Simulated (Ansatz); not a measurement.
The same path of C$_{3}$H$_{10}$GeSi (15 atoms, charge 0, multiplicity 1) was run twice with different band settings. The coordinate that changes most is the dihedral C4–C2–Si3–H10.

Computed with RKS PBE/def2-SVP in Ansatz 0.2.0.

Relaxed end points:

```xyz
15
Properties=species:S:1:pos:R:3
C -0.054 1.271 1.491
C -0.385 0.287 0.620
Si -1.976 0.456 -0.394
C 0.462 -0.947 0.438
Ge 1.763 -0.776 -1.064
H -0.668 2.178 1.610
H 0.850 1.202 2.126
H -2.649 1.761 -0.067
H -2.913 -0.682 -0.074
H -1.698 0.398 -1.874
H -0.150 -1.849 0.229
H 1.067 -1.160 1.345
H 2.777 0.348 -0.725
H 1.029 -0.419 -2.383
H 2.523 -2.119 -1.249
```

```xyz
15
Properties=species:S:1:pos:R:3
C 0.033 1.434 1.338
C -0.356 0.373 0.592
Si -1.967 0.489 -0.400
C 0.440 -0.906 0.534
Ge 1.701 -0.966 -1.011
H -0.543 2.373 1.365
H 0.950 1.403 1.956
H -2.935 -0.568 0.069
H -1.731 0.252 -1.869
H -2.582 1.848 -0.210
H -0.210 -1.802 0.449
H 1.065 -1.036 1.443
H 2.755 0.161 -0.844
H 0.941 -0.761 -2.347
H 2.418 -2.345 -1.037
```

Common settings: movable images 7; climbing image yes; optimiser quadratic models (default); start path through a guess of the saddle point; force threshold 0.05 eV/Å; end points relaxed.

| run | spring | iteration limit |
| --- | --- | --- |
| 1 | 5.0 eV/Å² | 58 |
| 2 | 0.5 eV/Å² | 60 |

(1) What does each run give, and how far can it be trusted?

## Answers

(1) Run 1: converged after 14 iterations, highest image 0.051 eV above the first end. The profile has 2 maxima (images 2, 6) with wells between them (image 4): this band takes more than one step, which may be the mechanism or a detour left from its start path. A vibrational analysis at the climbing image gives one clearly imaginary mode, 108i cm⁻¹: a first-order saddle point.
Run 2: converged after 16 iterations, highest image 0.051 eV above the first end. The profile has 2 maxima (images 2, 6) with wells between them (image 4): this band takes more than one step, which may be the mechanism or a detour left from its start path. Another band between the same ends (7 images) ends at a top of the same energy, where a vibrational analysis finds 1 clearly imaginary mode.
